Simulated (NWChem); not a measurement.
System: C4H3N; SMILES C=C=CC#N

```xyz
8

C      0.4517    -2.2311     0.0000
C     -0.1425    -1.0727     0.0000
C     -0.7549     0.0947     0.0000
C     -0.0543     1.3392     0.0000
N      0.4897     2.3633     0.0000
H      0.7116    -2.7325     0.9386
H      0.7116    -2.7325    -0.9386
H     -1.8513     0.1407     0.0000
```
Atoms are numbered in this order, from 1.

Program: NWChem. Structure relaxed at the PBE0/def2-SVP level.

**Question.** Estimate the computed values for PBE0/def2-SVP. Quantities: highest occupied level (eV); orbital gap (eV); dipole (D).

**Answer.** 
* **highest occupied level (eV)**: -8.13
* **orbital gap (eV)**: 6.77
* **dipole (D)**: 4.28
